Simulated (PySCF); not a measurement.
**Correlation energy of Si²⁺ (silicon, charge +2)**

[Ne] 3s1 3p1, high-spin 3P determinant (an excited configuration). Computed with PySCF 2.14 in x2c-TZVPPall (5s5p3d1f, 42 functions), with the spin-free X2C one-electron Hamiltonian (Gaussian nucleus). Frozen: 1s2; 10 electrons correlated.

```json
{"level": "CCSD", "correlation energy (mhartree)": "-154.51"}
{"level": "(T)", "correlation energy (mhartree)": "-0.92"}
{"level": "CCSD(T)", "correlation energy (mhartree)": "-155.43"}
```

Diagnostics: T1 = 0.0033, D1 = 0.0104, largest double amplitude 0.041.

Cost of the coupled-cluster step: of the order of 2.1 core-seconds, for 10 correlated electrons.

This basis was not built for core-valence correlation, so the inner-shell part is incomplete.
